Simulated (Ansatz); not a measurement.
`[BH2][GaH][Se]C` + H₂O → `[BH2][GaH][OH]` + `C[SeH]` at 400 K and 1 bar (formal hydrolysis of a Ga–Se bond).

Isolated molecules relaxed with PBE0-D4/def2-TZVP in Ansatz; ΔE leaves out vibrations. CCSD(T)/CBS adds triple-zeta CCSD(T) − MP2 to the extrapolated MP2 energy (def2 sets, frozen cores). This one scheme is used for every species. For Ga, Se outer-core shells are correlated without core-valence functions, which leaves a few kJ/mol of doubt a bond. Scalar relativity is left out up to krypton. Each species was taken in one conformer, which may not be the lowest.

```json
{"species": "`[BH2][GaH][Se]C`", "CCSD(T)/CBS energy (Eh)": "-4391.09380", "H − E (kJ/mol)": "205.2", "S (J/(mol·K))": "416.6"}
{"species": "H₂O", "CCSD(T)/CBS energy (Eh)": "-76.37941", "H − E (kJ/mol)": "69.8", "S (J/(mol·K))": "198.6"}
{"species": "`[BH2][GaH][OH]`", "CCSD(T)/CBS energy (Eh)": "-2026.29567", "H − E (kJ/mol)": "130.9", "S (J/(mol·K))": "333.4"}
{"species": "`C[SeH]`", "CCSD(T)/CBS energy (Eh)": "-2441.15625", "H − E (kJ/mol)": "135.4", "S (J/(mol·K))": "284.5"}
```

H − E and S are ideal-gas, rigid-rotor, harmonic terms from PBE0-D4/def2-TZVP, for one conformer and one mirror image of each species. 1 Eh = 2625.50 kJ/mol, R = 8.31446 J/(mol·K).

Problem. By hand: ΔE, ΔH, ΔS and ΔG.

Solution. ΔE = (-2026.29567) + (-2441.15625) − (-4391.09380) − (-76.37941) = 0.02129 Eh = 55.9 kJ/mol. Δ(H − E) = 130.9 + 135.4 − 205.2 − 69.8 = -8.7, so ΔH = 47.2 kJ/mol. ΔS = 333.4 + 284.5 − 416.6 − 198.6 = 2.7 J/(mol·K). ΔG = 47.2 − 400 × (2.7)/1000 = 46.1 kJ/mol.

Problem. By hand: the equilibrium constant, and the temperature at which ΔG would vanish if ΔH and ΔS stayed fixed.

Solution. log₁₀ K = −ΔG/(RT ln 10) = -6.0. ΔG = 0 at ΔH/ΔS = 17481 K, far beyond where these terms or the molecules hold.

The number of gas molecules stays the same, so ΔS is small and ΔH decides. A doubt of 5 kJ/mol in ΔE shifts log₁₀ K by 0.7 here. Other conformers and mirror images would add mixing entropy, several J/(mol·K) or more a flexible species. Modes under 60 cm⁻¹, often nearly free rotors, make the harmonic entropy too high. These are equilibria of isolated gas molecules and say nothing of rates. Largest T1 diagnostic: 0.015 (customary marks: 0.02 for closed shells, 0.045 for open ones).
